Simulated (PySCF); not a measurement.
# Ionising NaSe

PBE; PySCF, no relativity, basis sets Na def2-SVP, Se def2-SVP. Neutral (UKS): doublet (π ↑), Re = 2.616 Å, ωe = 264 cm⁻¹, De = 2.41 eV, HOMO -3.74 eV, LUMO -3.62 eV.

NaSe⁺ (UKS): triplet (π ↑↑), Re = 3.001 Å, ωe = 147 cm⁻¹, De = 0.69 eV to Na⁺ + Se. The energies at the minima are -2563.01835 hartree for NaSe and -2562.76098 for NaSe⁺.

(1) Work out the adiabatic ionisation energy, without and with harmonic zero-point energies (1 hartree = 27.2114 eV, 1 eV = 8065.5 cm⁻¹), and the change of the bond length.

Spin–orbit coupling is left out. For an ion De counts to the pair picked by the measured ionisation energies or electron affinities, which need not be the lowest pair at this level. States were picked by a PBE0 search and need not be the measured ground states.

Results:

(1) At PBE: 0.25737 hartree = 7.003 eV between the minima; the zero-point term (147.0 − 264.0)/2 cm⁻¹ = -0.007 eV makes it 6.996 eV. Re changes by +38.5 pm against the neutral. The electron leaves a π orbital, and the ion is left as a loose complex of an ion and an atom.
